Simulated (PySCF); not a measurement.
## Two-component Hartree-Fock for Hf⁺ (hafnium, charge +1)

Start: [Xe] 4f14 6s2 7s1; 7s1/2 filled at m_j = +1/2. Calculated with PySCF 2.14 in x2c-SVPall-2c with one added diffuse shell each of s, d type (8s9p10d2f, 99 functions): generalised Hartree-Fock with the X2C-1e Hamiltonian and a Gaussian nucleus; one run each with spin-orbit coupling (SO) switched off, then screened by Boettger's factors. This is a chosen level, not necessarily the ground level.

| spinor shell | electrons | ε, spin-free (eV) | ε, screened SO (eV) | weight of nominal j (screened SO) | rms radius, screened SO (bohr) |
| --- | --- | --- | --- | --- | --- |
| 1s1/2 | 2 | -65707.4 | -65689.1 | 1.000 | 0.0215 |
| 2s1/2 | 2 | -11390.9 | -11385.2 | 1.000 | 0.0869 |
| 2p1/2 | 2 | -10006.1 | -10855.4 | 1.000 | 0.0740 |
| 2p3/2 | 4 | -10006.1 | -9657.3 | 1.000 | 0.0812 |
| 3s1/2 | 2 | -2670.0 | -2668.1 | 1.000 | 0.222 |
| 3p1/2 | 2 | -2248.8 | -2433.2 | 1.000 | 0.214 |
| 3p3/2 | 4 | -2248.8 | -2171.8 | 1.000 | 0.228 |
| 3d3/2 | 4 | -1745.4 | -1778.3 | 1.000 | 0.202 |
| 3d5/2 | 6 | -1745.4 | -1721.9 | 1.000 | 0.206 |
| 4s1/2 | 2 | -583.83 | -583.26 | 1.000 | 0.498 |
| 4p1/2 | 2 | -443.05 | -485.49 | 1.000 | 0.508 |
| 4p3/2 | 4 | -443.05 | -425.21 | 1.000 | 0.541 |
| 4d3/2 | 4 | -257.59 | -264.10 | 1.000 | 0.571 |
| 4d5/2 | 6 | -257.59 | -252.79 | 1.000 | 0.583 |
| 5s1/2 | 2 | -98.678 | -98.596 | 1.000 | 1.22 |
| 5p1/2 | 2 | -61.005 | -66.420 | 1.000 | 1.42 |
| 5p3/2 | 4 | -61.005 | -58.667 | 1.000 | 1.45 |
| 4f5/2 | 6 | -50.243 | -50.968 | 1.000 | 0.735 |
| 4f7/2 | 8 | -50.243 | -49.294 | 1.000 | 0.740 |
| 6s1/2 | 2 | -17.779 | -17.774 | 1.000 | 3.34 |
| 7s1/2 | 1 | -6.058 | -6.057 | 1.000 | 7.38 |

```
   quantity     spin-free   screened SO
E (hartree)  -15065.66991  -15081.41806
        M_J           1/2           1/2
       ⟨J²⟩         0.750         0.750
       ⟨L²⟩         0.000         0.087
       ⟨S²⟩         0.750         0.837
```

Breit and QED terms are absent; they matter most for the inner s and p1/2 levels.

Densities and radii are taken from the X2C orbitals without a picture-change correction, which distorts them close to the nucleus.

Without spin-orbit coupling the j labels of p, d and f shells carry no meaning; the spin-free column gives the mean over the occupied spinors of each nl shell.
